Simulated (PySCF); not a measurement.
Species: C2H11NSi2.
Atom-mapped SMILES: `[CH3:1][Si@@H:2]([NH2:3])[CH2:4][SiH3:5]` (hydrogens: H6, H7, H8 on C1; H9 on Si2; H10, H11 on N3; H12, H13 on C4; H14, H15, H16 on Si5)

Level of theory: PySCF, PBE0-D3(BJ)/def2-SVP geometry optimisation, gas phase.

Entries marked ? are missing. Bonds in one row agree within 0.01 Å.

| coordinate | value |
| --- | --- |
| C1–Si2 | ? |
| Si2–N3 | ? |
| Si2–C4 | ? |
| C4–Si5 | 1.877 Å |
| C1–H6, C1–H7, C1–H8 | 1.101 Å |
| Si2–H9 | 1.506 Å |
| N3–H10, N3–H11 | 1.015 Å |
| C4–H12 | 1.104 Å |
| C4–H13 | 1.104 Å |
| Si5–H14, Si5–H15, Si5–H16 | 1.497 Å |
| Si2–C1–H6 | 110.8° |
| H6–C1–H7 | ? |
| H6–C1–H8 | ? |
| C1–Si2–N3 | 107.9° |
| C1–Si2–C4 | ? |
| C1–Si2–H9 | ? |
| N3–Si2–C4 | 107.5° |
| N3–Si2–H9 | 114.7° |
| C4–Si2–H9 | 107.0° |
| Si2–N3–H10 | 118.1° |
| Si2–N3–H11 | 118.6° |
| H10–N3–H11 | 109.5° |
| Si2–C4–Si5 | 115.5° |
| Si2–C4–H12 | 108.4° |
| Si2–C4–H13 | 108.4° |
| Si5–C4–H12 | 108.1° |

Question: Fill in the missing values.

Answer: 
- C1–Si2 = 1.874 Å, drawn single (Si-methyl carbon to SiH silicon); equal to the sum of covalent radii, 1.87 Å.
- Si2–N3 = 1.739 Å, drawn single (SiH silicon to silicon-bound nitrogen); 0.08 Å below the sum of covalent radii, 1.82 Å.
- Si2–C4 = 1.880 Å, drawn single (SiH silicon to sp3 carbon bound to silicon); 0.01 Å above the sum of covalent radii, 1.87 Å.
- H6–C1–H7 = 107.5°, at the Si-methyl carbon; the outer atoms are 1.776 Å apart.
- H6–C1–H8 = 108.5°, at the Si-methyl carbon; the outer atoms are 1.787 Å apart.
- C1–Si2–C4 = 111.8°, at the SiH silicon; the outer atoms are 3.108 Å apart.
- C1–Si2–H9 = 108.0°, at the SiH silicon; the outer atoms are 2.743 Å apart.

Radii are Cordero's, carbon taken as 0.76, 0.73 or 0.69 Å for four, three, and two or fewer neighbours.

No frequency check. One conformer, not necessarily the lowest (C1–Si2–N3–H -51° and 173°, C1–Si2–C4–Si5 -179°).
